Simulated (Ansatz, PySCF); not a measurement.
Molecule: sum formula SiNH₄, charge 0, multiplicity 2. It need not be the lowest isomer of its formula. SMILES: [NH][SiH3]
Geometry: optimised at B3LYP-D3(BJ)/def2-TZVP (Ansatz, a program for electronic structure).

Wanted: vertical ionisation energy (to the triplet state of charge +1; each state is the SCF solution reached for its spin), in eV. Correlated levels leave the core frozen unless marked. UHF or UKS for open shells. No spin-orbit coupling. Non-relativistic. CBS marks a two-point X^-3 extrapolation of the correlation energy; Hartree-Fock from the larger set. [CCSD(T)-MP2]/basis is that difference in the basis named.

| level | program | vertical ionisation energy (eV) |
|---|---|---|
| HF/aug-cc-pV(T+d)Z | Ansatz | 9.26 |
| HF/aug-cc-pV(Q+d)Z | Ansatz | 9.26 |
| PBE0/def2-TZVPD | Ansatz | 10.42 |
| BHLYP/def2-TZVPD | Ansatz | 10.44 |
| M06-2X/def2-TZVPD | PySCF | 10.52 |
| CAM-B3LYP/def2-TZVPD | Ansatz | 10.61 |
| B2PLYP/def2-TZVPD | Ansatz | 10.52 |

**Question.** Estimate the value at RI-MP2/CBS(aug-cc-pV(T+d)Z,aug-cc-pV(Q+d)Z)+[CCSD(T)-MP2]/aug-cc-pV(T+d)Z as computed with Ansatz.

**Answer.** 10.69 eV, so B2PLYP/def2-TZVPD differs from it by -0.17 eV.
